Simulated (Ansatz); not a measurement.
`COB(C)[SiH3]` → `CB[SiH3]` + `C=O` at 298.15 K and 1 bar (β-hydride elimination).

Calculated with Ansatz (gas phase, PBE0-D4/def2-TZVP geometries, no zero-point term in ΔE). CCSD(T)/CBS is the MP2 limit (def2-TZVPP, def2-QZVPP) plus CCSD(T) − MP2 in def2-TZVPP, frozen cores. This one scheme is used for every species. One conformer a species, not always the lowest.

| species | CCSD(T)/CBS energy (Eh) | H − E (kJ/mol) | S (J/(mol·K)) |
| --- | --- | --- | --- |
| `COB(C)[SiH3]` | -470.59637 | 308.2 | 376.4 |
| `CB[SiH3]` | -356.10570 | 208.0 | 315.5 |
| `C=O` | -114.39408 | 80.1 | 218.6 |

H − E and S are ideal-gas, rigid-rotor, harmonic terms from PBE0-D4/def2-TZVP, for one conformer and one mirror image of each species. 1 Eh = 2625.50 kJ/mol, R = 8.31446 J/(mol·K).

Q: By hand: ΔE, ΔH, ΔS and ΔG.

A: ΔE = (-356.10570) + (-114.39408) − (-470.59637) = 0.09659 Eh = 253.6 kJ/mol. Δ(H − E) = 208.0 + 80.1 − 308.2 = -20.1, so ΔH = 233.5 kJ/mol. ΔS = 315.5 + 218.6 − 376.4 = 157.7 J/(mol·K). ΔG = 233.5 − 298.15 × (157.7)/1000 = 186.5 kJ/mol.

Q: By hand: the equilibrium constant, and the temperature at which ΔG would vanish if ΔH and ΔS stayed fixed.

A: log₁₀ K = −ΔG/(RT ln 10) = -32.7. ΔG = 0 at ΔH/ΔS = 1481 K.

The number of gas molecules changes by +1, which sets the sign of ΔS. A doubt of 5 kJ/mol in ΔE shifts log₁₀ K by 0.9 here. Other conformers and mirror images would add mixing entropy, several J/(mol·K) or more a flexible species. Modes under 60 cm⁻¹, often nearly free rotors, make the harmonic entropy too high. These are equilibria of isolated gas molecules and say nothing of rates. Largest T1 diagnostic: 0.015 (customary marks: 0.02 for closed shells, 0.045 for open ones).
